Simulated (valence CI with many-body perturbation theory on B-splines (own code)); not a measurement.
**E1 transitions of Pd³⁹⁺**

Computed by valence CI with perturbative core correlation (CI+MBPT): five valence electrons over a frozen Dirac-Fock core [He], a basis of 9 s, 9 p, 8 d, 6 f, 3 g, 1 h functions for each j, with the one-electron correlation potential Σ1 (screened to all orders), the two-electron term Σ2, the three-electron term Σ3, Breit, model QED; selected single and double excitations, second order for the rest (own B-spline code, finite nucleus).

No measured spectrum was set against this ion. As an estimate, large intervals hold to a few tenths of a per cent, small ones and those within an open d or f shell to about a per cent. Among the levels kept, up to 1700 cm⁻¹ of a level comes from second order outside the variational space, and about a tenth of that is noise between levels of different J, which matters for small intervals.

Lines 101 to 150 of 232 in falling wavelength, among levels below 3724.5 eV, chosen from the strongest by gf and those to the six lowest levels. Wavelengths and rates use the calculated energies. Electric multipoles are in the length gauge, E1 and E2 with the static RPA response of the core. Weak lines are less certain than strong ones. Lines between different terms over intervals too small for the method are left out, as are lines whose strength nearly cancels. The highest levels of a list are the least certain.

Levels are named by their leading jj configuration (3d3/2^4 stands for four electrons in 3d with j = 3/2), which in mixed levels can hold well under half, so a name can repeat and another be missing. Letters in brackets count levels of one name in rising energy.

| λ vac (nm) | Upper | Lower | A (s⁻¹) | S (a.u.) |
| --- | --- | --- | --- | --- |
| 2.871 | (2p1/2^2 2p3/2^3) J=3/2 | (2s 2p1/2^2 2p3/2^2) J=5/2 | 1.30e+11 | 6.08e-03 |
| 2.487 | (2s 2p1/2 2p3/2^3) J=3/2 [a] | (2s^2 2p1/2^2 2p3/2) J=3/2 | 1.47e+10 | 4.45e-04 |
| 2.242 | (2s 2p1/2 2p3/2^3) J=1/2 | (2s^2 2p1/2^2 2p3/2) J=3/2 | 2.31e+10 | 2.57e-04 |
| 2.195 | (2s 2p1/2 2p3/2^3) J=3/2 [b] | (2s^2 2p1/2^2 2p3/2) J=3/2 | 1.91e+10 | 3.99e-04 |
| 2.171 | (2s 2p3/2^4) J=1/2 | (2s^2 2p1/2 2p3/2^2) J=3/2 | 3.67e+10 | 3.71e-04 |
| 0.4105 | (2s^2 2p1/2^2 3p3/2) J=3/2 | (2s 2p1/2^2 2p3/2^2) J=5/2 | 1.07e+11 | 1.47e-05 |
| 0.3931 | (2s^2 2p1/2 2p3/2 3p1/2) J=3/2 [b] | (2s 2p1/2^2 2p3/2^2) J=5/2 | 2.87e+11 | 3.45e-05 |
| 0.3913 | (2s^2 2p1/2 2p3/2 3p3/2) J=5/2 [a] | (2s 2p1/2^2 2p3/2^2) J=5/2 | 3.41e+11 | 6.05e-05 |
| 0.3888 | (2s^2 2p1/2 2p3/2 3p3/2) J=3/2 [b] | (2s 2p1/2^2 2p3/2^2) J=5/2 | 1.79e+12 | 2.08e-04 |
| 0.3877 | (2s^2 2p1/2 2p3/2 3p3/2) J=5/2 [b] | (2s 2p1/2^2 2p3/2^2) J=5/2 | 1.09e+12 | 1.88e-04 |
| 0.3874 | (2s^2 2p1/2 2p3/2 3s) J=3/2 [a] | (2s^2 2p1/2 2p3/2^2) J=1/2 | 1.30e+11 | 1.49e-05 |
| 0.3867 | (2s^2 2p1/2 2p3/2 3s) J=1/2 | (2s^2 2p1/2 2p3/2^2) J=1/2 | 8.84e+12 | 5.04e-04 |
| 0.3862 | (2s^2 2p1/2 2p3/2 3d3/2) J=3/2 [a] | (2s^2 2p3/2^3) J=3/2 | 1.65e+11 | 1.87e-05 |
| 0.3860 | (2s 2p1/2 2p3/2^2 3s) J=3/2 | (2s 2p1/2 2p3/2^3) J=3/2 [a] | 1.48e+13 | 1.69e-03 |
| 0.3858 | (2s^2 2p1/2 2p3/2 3d3/2) J=1/2 [a] | (2s^2 2p3/2^3) J=3/2 | 2.39e+11 | 1.35e-05 |
| 0.3853 | (2s 2p1/2^2 2p3/2 3s) J=5/2 | (2s 2p1/2^2 2p3/2^2) J=5/2 | 7.74e+12 | 1.31e-03 |
| 0.3853 | (2s 2p1/2^2 2p3/2 3s) J=1/2 | (2s 2p1/2^2 2p3/2^2) J=3/2 | 1.73e+13 | 9.79e-04 |
| 0.3852 | (2s^2 2p1/2 2p3/2 3s) J=3/2 [b] | (2s^2 2p1/2 2p3/2^2) J=1/2 | 9.01e+12 | 1.02e-03 |
| 0.3849 | (2s 2p1/2^2 2p3/2 3s) J=3/2 [b] | (2s 2p1/2^2 2p3/2^2) J=3/2 | 1.15e+13 | 1.29e-03 |
| 0.3845 | (2s^2 2p1/2 2p3/2 3s) J=3/2 [a] | (2s^2 2p1/2 2p3/2^2) J=5/2 | 2.26e+12 | 2.53e-04 |
| 0.3843 | (2s^2 2p3/2^2 3s) J=5/2 [a] | (2s^2 2p3/2^3) J=3/2 | 1.57e+12 | 2.64e-04 |
| 0.3839 | (2s^2 2p3/2^2 3s) J=5/2 [b] | (2s^2 2p3/2^3) J=3/2 | 2.47e+12 | 4.13e-04 |
| 0.3838 | (2s^2 2p1/2 2p3/2 3d5/2) J=3/2 [a] | (2s^2 2p3/2^3) J=3/2 | 3.48e+12 | 3.88e-04 |
| 0.3837 | (2s^2 2p1/2^2 3d3/2) J=3/2 | (2s^2 2p1/2 2p3/2^2) J=5/2 | 1.64e+11 | 1.83e-05 |
| 0.3833 | (2s^2 2p3/2^2 3s) J=3/2 | (2s^2 2p3/2^3) J=3/2 | 2.18e+13 | 2.42e-03 |
| 0.3833 | (2s 2p1/2^2 2p3/2 3s) J=3/2 [a] | (2s 2p1/2^2 2p3/2^2) J=5/2 | 1.85e+13 | 2.06e-03 |
| 0.3829 | (2s^2 2p1/2 2p3/2 3s) J=5/2 | (2s^2 2p1/2 2p3/2^2) J=5/2 | 9.75e+12 | 1.62e-03 |
| 0.3829 | (2s^2 2p1/2^2 3s) J=1/2 | (2s^2 2p1/2^2 2p3/2) J=3/2 | 2.34e+13 | 1.30e-03 |
| 0.3828 | (2s^2 2p1/2 2p3/2 3d3/2) J=3/2 [b] | (2s^2 2p3/2^3) J=3/2 | 2.45e+12 | 2.71e-04 |
| 0.3825 | (2s^2 2p1/2 2p3/2 3s) J=3/2 [a] | (2s^2 2p1/2 2p3/2^2) J=3/2 | 8.76e+12 | 9.68e-04 |
| 0.3823 | (2s^2 2p1/2 2p3/2 3s) J=3/2 [b] | (2s^2 2p1/2 2p3/2^2) J=5/2 | 1.80e+13 | 1.99e-03 |
| 0.3817 | (2s^2 2p1/2 2p3/2 3s) J=1/2 | (2s^2 2p1/2 2p3/2^2) J=3/2 | 2.20e+13 | 1.21e-03 |
| 0.3816 | (2s^2 2p1/2^2 3d3/2) J=3/2 | (2s^2 2p1/2 2p3/2^2) J=3/2 | 1.10e+12 | 1.20e-04 |
| 0.3815 | (2s^2 2p1/2 2p3/2 3d5/2) J=5/2 [b] | (2s^2 2p3/2^3) J=3/2 | 4.98e+11 | 8.19e-05 |
| 0.3812 | (2s^2 2p1/2^2 3d5/2) J=5/2 | (2s^2 2p1/2 2p3/2^2) J=5/2 | 1.37e+12 | 2.25e-04 |
| 0.3809 | (2s^2 2p1/2 2p3/2 3d5/2) J=3/2 [b] | (2s^2 2p3/2^3) J=3/2 | 9.03e+11 | 9.85e-05 |
| 0.3809 | (2s^2 2p1/2 2p3/2 3d5/2) J=1/2 | (2s^2 2p3/2^3) J=3/2 | 1.04e+12 | 5.69e-05 |
| 0.3809 | (2s^2 2p1/2 2p3/2 3s) J=5/2 | (2s^2 2p1/2 2p3/2^2) J=3/2 | 5.78e+11 | 9.45e-05 |
| 0.3803 | (2s^2 2p1/2 2p3/2 3s) J=3/2 [b] | (2s^2 2p1/2 2p3/2^2) J=3/2 | 3.94e+12 | 4.27e-04 |
| 0.3796 | (2s^2 2p3/2^2 3s) J=1/2 | (2s^2 2p3/2^3) J=3/2 | 1.30e+13 | 7.03e-04 |
| 0.3791 | (2s^2 2p1/2^2 3d5/2) J=5/2 | (2s^2 2p1/2 2p3/2^2) J=3/2 | 3.65e+11 | 5.89e-05 |
| 0.3784 | (2s 2p1/2^2 2p3/2 3s) J=3/2 [b] | (2s 2p1/2^2 2p3/2^2) J=5/2 | 3.09e+12 | 3.30e-04 |
| 0.3686 | (2s^2 2p1/2 2p3/2 3d3/2) J=3/2 [a] | (2s^2 2p1/2 2p3/2^2) J=1/2 | 6.29e+12 | 6.21e-04 |
| 0.3686 | (2s 2p1/2^2 2p3/2 3p3/2) J=3/2 [b] | (2s^2 2p3/2^3) J=3/2 | 2.21e+11 | 2.18e-05 |
| 0.3683 | (2s^2 2p1/2 2p3/2 3d3/2) J=1/2 [a] | (2s^2 2p1/2 2p3/2^2) J=1/2 | 8.15e+12 | 4.02e-04 |
| 0.3682 | (2s 2p1/2 2p3/2^2 3s) J=5/2 | (2s 2p1/2^2 2p3/2^2) J=5/2 | 1.55e+13 | 2.29e-03 |
| 0.3682 | (2s 2p1/2^2 2p3/2 3p3/2) J=1/2 [b] | (2s^2 2p3/2^3) J=3/2 | 4.15e+11 | 2.04e-05 |
| 0.3673 | (2s^2 2p3/2^2 3p3/2) J=3/2 [a] | (2s 2p1/2^2 2p3/2^2) J=5/2 | 1.24e+12 | 1.21e-04 |
| 0.3671 | (2s 2p1/2^2 2p3/2 3d3/2) J=5/2 | (2s 2p1/2^2 2p3/2^2) J=5/2 | 1.20e+13 | 1.76e-03 |
| 0.3669 | (2s 2p1/2^2 2p3/2 3d3/2) J=3/2 | (2s 2p1/2^2 2p3/2^2) J=5/2 | 2.40e+13 | 2.34e-03 |
